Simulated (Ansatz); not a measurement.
Coupled-cluster run, `[CH3][GeH][Br]` radical.

```yaml
crystal:
  periodic: [false, false, false]
  atoms:
    - {symbol: C, position_ang: [-0.670201, 0.490923, -0.363954]}
    - {symbol: Ge, position_ang: [0.983361, -0.544949, -0.202820]}
    - {symbol: Br, position_ang: [0.555428, -2.337064, 1.211340]}
    - {symbol: H, position_ang: [-0.494884, 1.361244, -0.998072]}
    - {symbol: H, position_ang: [-0.976179, 0.820264, 0.631155]}
    - {symbol: H, position_ang: [-1.456101, -0.125338, -0.798284]}
    - {symbol: H, position_ang: [2.119776, 0.266921, 0.474935]}
basis:
  gaussian: {orbitals: def2-TZVPP}
magnetization: {spin_polarized: true, initial_magnetization: 1}
correlation: {method: ccsd_t}
scf: {omitted_lower_state_checks: [cluster_reference]}
output: {orbitals: {seedname: orbitals}}
```

```sh
$ ansatz run in.yaml --threads 4 --pin off --events-out ev --progress --plain --max-ram 10444MiB
```

Output of Ansatz, abridged:

```
Functional definition: HF
1135 factors; integrals over basis functions are off by at most 9.0e-4 eV
mean field evaluation 1: about -127565.3170 eV, gradient 1.9e1 eV
mean field evaluation 2: about -127565.3203 eV, gradient 1.9e1 eV
mean field evaluation 4: about -127567.4822 eV, gradient 2.5e0 eV
mean field evaluation 8: about -127567.5552 eV, gradient 1.5e-1 eV
mean field -127567.55597140 eV, -4688.0212135540 hartree, gradient 4.9e-6 eV, S^2 0.755017; 0 other end points of the search recorded, 0 dependent functions left out
19 core orbitals not correlated: weight in the atoms' cores, before any rotation towards them, 1.000 or more for the frozen orbitals, at most 0.000 for the correlated occupied ones
reference -127567.55597140 eV, -4688.0212135540 hartree; 20, 19 occupied and 144, 145 virtual orbitals, 1135 factors
second order -18.71885124 eV of doubles, -0.00000000 eV of singles
cycle   1  -18.78743202 eV  change   -6.9e-2 eV  update   9.0e-2
cycle   2  -19.30055351 eV  change   -5.1e-1 eV  update   2.6e-2
cycle   3  -19.36461570 eV  change   -6.4e-2 eV  update   1.3e-2
cycle   4  -19.35422438 eV  change    1.0e-2 eV  update   4.3e-3
cycle   5  -19.35524048 eV  change   -1.0e-3 eV  update   2.3e-3
cycle   6  -19.35520781 eV  change    3.3e-5 eV  update   9.6e-4
cycle   7  -19.35526786 eV  change   -6.0e-5 eV  update   4.3e-4
cycle   8  -19.35543235 eV  change   -1.6e-4 eV  update   1.4e-4
cycle   9  -19.35542179 eV  change    1.1e-5 eV  update   5.1e-5
cycle  10  -19.35539414 eV  change    2.8e-5 eV  update   1.8e-5
perturbative correction -0.70366491 eV, -0.0258592085 hartree
Total energy: -127587.61503045 eV, -4688.7583703776 hartree
Checks for a lower state left out: cluster_reference
```

It took 66 s on 4 threads of an AMD EPYC 9R45 on a shared host, with 5.2 GiB of host memory at the peak.

MP2 recovers 93.3 % of the CCSD(T) correlation energy and the triples give 3.5 %; T1 = 0.0106.
